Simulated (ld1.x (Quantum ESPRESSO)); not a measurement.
## Scattering properties, TM potential for rubidium (Rb)

rubidium (Rb), norm-conserving Troullier–Martins (Kleinman–Bylander form), made with ld1.x (Quantum ESPRESSO) 7.5 (PBE, scalar-relativistic). Core [Kr], reference 5s1 5p0. Waves: 5p (bound, empty): rc 4.20 bohr; 4d channel at 0.3 Ry: rc 4.25 bohr; 5s (bound): rc 3.40 bohr. Local part: the s channel. Core correction: none.

The phase is arctan(r·u′/u) with u = r·R(r), unwrapped; energies in Ry, scanned from -2 to 5 Ry. A pole is an energy at which the radial function vanishes at the test radius. The pseudo phase is shifted by a multiple of π to meet the all-electron one at the reference energy, and phase errors are pseudo minus all-electron; the curves can meet again beyond the range given. Levels narrower than the energy grid can be missing from the lists of poles.

A narrow feature of the pseudo curve, probably an extra level, lies near 0.98 Ry in the d channel; the grid steps over it, so the window and error are not given (n/a).

| channel | radius (bohr) | reference energy (Ry) | poles, all-electron | poles, pseudo | unbroken range about the reference energy with phases within 0.05 rad | phase error 1 Ry above the reference energy (rad) |
| --- | --- | --- | --- | --- | --- | --- |
| s | 4.57 | -0.16 | 0.47, 3.21 | 0.44, 2.04, 4.40 | below 0.8 | -0.056 |
| p | 4.57 | -0.06 | -1.16, 0.98, 3.86 | 0.84, 3.71 | -1.1 to 1.0 | -0.049 |
| d | 4.57 | 0.30 | 0.34, 2.09 | 0.34, 2.19 | n/a | n/a |

Phases in the s channel:

```tsv
E (Ry)	all-electron	pseudo
-2.00	1.403	1.402
-1.76	1.389	1.388
-1.52	1.372	1.371
-1.28	1.348	1.347
-1.04	1.313	1.311
-0.80	1.255	1.254
-0.56	1.139	1.137
-0.32	0.771	0.769
-0.08	-0.733	-0.734
0.16	-1.370	-1.377
0.40	-1.539	-1.553
0.64	-1.629	-1.657
0.88	-1.705	-1.773
1.12	-1.800	-2.068
1.36	-1.985	-3.885
1.60	-2.647	-4.511
1.84	-4.043	-4.648
2.08	-4.426	-4.722
2.32	-4.553	-4.785
2.56	-4.619	-4.867
2.80	-4.661	-5.048
3.04	-4.693	-6.131
3.28	-4.719	-7.480
3.52	-4.744	-7.684
3.76	-4.770	-7.761
4.00	-4.799	-7.804
4.24	-4.839	-7.836
4.48	-4.902	-7.863
4.72	-5.030	-7.889
4.96	-5.480	-7.918
```
